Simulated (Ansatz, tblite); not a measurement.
Removing an electron: B(PF3)H3 (BPH3F3). The state is a singlet with charge 0. Geometry: B3LYP-D4/def2-SVP. Ansatz, gas phase; energy differences of separate SCF runs; the oxidised species was run as a doublet alone.

```xyz
8

B    -0.0698   -0.1799    1.0887
P     0.0491    0.1214   -0.7411
F     1.2298   -0.5633   -1.5308
F     0.2232    1.6093   -1.2333
F    -1.1682   -0.3197   -1.6412
H    -1.0461    0.4743    1.4019
H     0.9927    0.2437    1.5012
H    -0.2106   -1.3858    1.1546
```

The xTB rows come from tblite.

| level | −HOMO (eV) | vertical IE (eV) | −LUMO (eV) | HOMO–LUMO gap (eV) |
| --- | --- | --- | --- | --- |
| GFN1-xTB | 13.13 | 16.73 | 6.17 | 6.96 |
| GFN2-xTB | 11.36 | 14.94 | 4.74 | 6.62 |
| PBE-D4/def2-TZVP | 8.41 | 11.99 | 1.22 | 7.19 |
| r2SCAN-D4/def2-TZVP | 8.75 | 12.12 | 0.92 | 7.83 |
| PBE0-D4/def2-TZVP | 9.80 | 12.29 | 0.24 | 9.56 |

Relaxing the oxidised species (B3LYP-D4/def2-SVP) changes its energy by -1.41 eV at PBE-D4/def2-TZVP, so the adiabatic ionisation energy to this nearest minimum is 10.58 eV. At PBE0-D4/def2-TZVP it is 10.68 eV.   Raw xTB energy differences between charge states are shifted by several eV; the methods need an empirical correction for them.
